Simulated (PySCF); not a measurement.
Work out the structure from these simulated measurements.

Elements present: C, H, O, P and Si. Monoisotopic mass: 195.9961 u.

- 13C NMR: chemical shifts (computed TMS as zero) by class: 252.9 (1 C), 40.5 (1 C), -5.1 (1 C) ppm [GIAO PBE0/pcSseg-1]
- 1H NMR: chemical shifts (computed TMS as zero) by class: 5.18 (3 H), 5.07 (1 H), 4.24 (1 H), 2.66 (3 H), 1.01 (2 H), 0.41 (3 H) ppm [GIAO PBE0/pcSseg-1]
- Rotational structure: rotational constants A, B, C: 0.897, 0.584, 0.378 GHz [GFN2-xTB]
- NMR, other nuclei: isotropic shieldings of nuclei other than C and H, by class: -504 (1 O), 325 (1 O), 389 (1 Si), 392 (1 Si), 407 (1 Si), 620 (1 P) ppm [GIAO PBE0/pcSseg-1]
- Dipole: 3.65 D [PBE0/pcSseg-1]

Gas-phase values; electronic properties from PySCF, density fitting. Levels stand in brackets. Isolated species at its GFN2-xTB geometry (one conformer only). Each NMR value is the plain mean over a class of atoms that symmetry, rotation or inversion makes alike.

**Question.** Which formula fits the mass and the elements?

**Answer.** C3H13O2PSi3 (calculated 195.9961). No other formula that holds each of these elements comes within 0.0003 u with a fitting electron parity and a possible valence count.

**Question.** Give a SMILES that accounts for the data.

**Answer.** Numbering: `[CH3:1][C:2](=[O:3])[Si@@H:4]([O:5][SiH3:6])[Si@H:7]([CH3:8])[PH2:9]`. 3 carbons fall into 3 classes; from least to most shielded: carbonyl carbon [C2] (252.9 ppm), methyl carbon next to a carbonyl [C1] (40.5 ppm), Si-methyl carbon [C8] (-5.1 ppm). Hydrogen classes from least to most shielded: 3 H on an oxygen-bound silicon, Si6 (5.18 ppm), 1 H on an oxygen-bound silicon, Si4 (5.07 ppm), 1 H on an SiH silicon, Si7 (4.24 ppm), 3 H on a methyl carbon next to a carbonyl, C1 (2.66 ppm, a mean of values up to 0.6 ppm apart in this geometry), 2 H on a three-coordinate phosphorus, P9 (1.01 ppm, a mean of values up to 0.5 ppm apart in this geometry), 3 H on an Si-methyl carbon, C8 (0.41 ppm). The other shieldings belong to: -504 ppm, carbonyl oxygen [O3]; 325 ppm, siloxane oxygen [O5]; 389 ppm, oxygen-bound silicon [Si6]; 392 ppm, oxygen-bound silicon [Si4]; 407 ppm, SiH silicon [Si7]; 620 ppm, three-coordinate phosphorus [P9]. The optimised geometry has point group C1 and is an asymmetric top. Structure: `CC(=O)[Si@@H](O[SiH3])[Si@H](C)P`. Computed isomers that give other values at the same levels: `C[Si@@]1(P)C[C@H](O[SiH3])[SiH2]O1` (13C chemical shifts (computed TMS as zero) by class: 70.2 (1 C), 26.6 (1 C), 3.5 (1 C) ppm). The assignments are read from this structure; whether some other isomer fits the data as well wasn't checked. The mirror image fits equally.

Shape of the structure used: `[CH3:1][C:2](=[O:3])[Si@@H:4]([O:5][SiH3:6])[Si@H:7]([CH3:8])[PH2:9]`: C1–C2–Si4–O5 -3°, C2–Si4–O5–Si6 167°, C2–Si4–Si7–C8 -164°, H–P9–Si7–Si4 51°, H–P9–Si7–Si4 -42°.
